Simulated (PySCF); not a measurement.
H3F2InOS, singlet (PBE0/def2-SVP optimised geometry):

```
8

In    -0.084    -0.062     0.000
F     -0.922     1.705     0.000
F      1.895    -0.062     0.000
O     -0.995    -1.705     0.655
H     -1.895    -1.510     0.944
S      0.425    -0.699    -2.623
H      1.658    -0.570    -2.058
H      0.348    -2.018    -2.328
```

Level of theory: PBE0/def2-TZVP, def2 effective core potentials past Kr in PySCF 2.14.0.

Task: What are the frontier orbital energies and the dipole moment?

Result: HOMO-2 -9.65 eV, HOMO-1 -9.33 eV, HOMO -8.82 eV, LUMO -2.01 eV, LUMO+1 -0.74 eV; dipole moment 3.56 D.

On the same geometry PBE/def2-TZVP, def2 effective core potentials past Kr (PySCF) gives HOMO-2 -8.00 eV, HOMO-1 -7.74 eV, HOMO -7.13 eV, LUMO -2.93 eV, LUMO+1 -1.73 eV; dipole moment 3.51 D.
